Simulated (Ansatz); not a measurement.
Basis-set series for `OC1=C([SiH2]Cl)C1`. Total charge 0; spin multiplicity 1. All single points use the PBE0-D4/def2-TZVP geometry. It is one conformer, not always the lowest.

```csv
functional,basis,functions,energy (Eh),HOMO (eV),LUMO (eV)
PBE0-D4,def2-TZVPP,278,-941.82618,-6.97,-0.48
PBE0-D4,def2-QZVPP,518,-941.85996,-7.00,-0.57
ωB97M-V,def2-TZVPP,278,-942.19566,-9.14,1.48
ωB97M-V,def2-QZVPP,518,-942.22735,-9.17,1.21
```

(1) Give the rows for def2-SVP. (Estimate.)

Answers

(1) The calculation gave: 
| functional | basis | functions | energy (Eh) | HOMO (eV) | LUMO (eV) |
| --- | --- | --- | --- | --- | --- |
| PBE0-D4 | def2-SVP | 117 | -941.34708 | -6.91 | -0.28 |
| ωB97M-V | def2-SVP | 117 | -941.71030 | -9.04 | 1.81 |

Positive LUMOs are unbound and depend on the basis.

Program: Ansatz 0.2.0.
